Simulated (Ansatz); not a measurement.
Consider the formal exchange of groups at a C–F bond: `FC(F)=CCl` + `C[SiH3]` → `F/C(=C/Cl)C[SiH3]` + H–F.

Calculated with Ansatz (gas phase, PBE0-D4/def2-TZVP geometries, no zero-point term in ΔE). CCSD(T)/CBS is the MP2 limit (def2-TZVPP, def2-QZVPP) plus CCSD(T) − MP2 in def2-TZVPP, frozen cores. This one scheme is used for every species. Functionals use def2-TZVPP. Each species was taken in one conformer, which may not be the lowest.

(1) Is it downhill or uphill in electronic energy at CCSD(T)/CBS, and by how much? (Best estimate.)

(2) What do these levels give: PBE-D4, ωB97X-V, B2PLYP, PBE, PBE0, SCS-MP2/def2-TZVPP, HF/def2-QZVPP, MP2/def2-QZVPP, SCS-MP2/def2-QZVPP, HF/CBS(def2), MP2/CBS(def2), CCSD/CBS(def2)? (Best estimate.)

Largest T1 diagnostic among the species: 0.012.

Answers

(1) The calculation gave: Downhill: ΔE = -0.59 eV.

(2) Ansatz gave: PBE-D4 -0.40, ωB97X-V -0.39, B2PLYP -0.41, PBE -0.32, PBE0 -0.36, SCS-MP2/def2-TZVPP -0.54, HF/def2-QZVPP -0.26, MP2/def2-QZVPP -0.67, SCS-MP2/def2-QZVPP -0.58, HF/CBS(def2) -0.26, MP2/CBS(def2) -0.70, CCSD/CBS(def2) -0.56 eV.

From PBE to PBE0 (25 % exact exchange), in def2-TZVPP and without D4, ΔE moves by −0.05 eV. In def2-TZVPP, CCSD(T) changes the Hartree–Fock value by −0.26 eV (the triples alone add −0.03 eV) and MP2 by −0.37 eV.
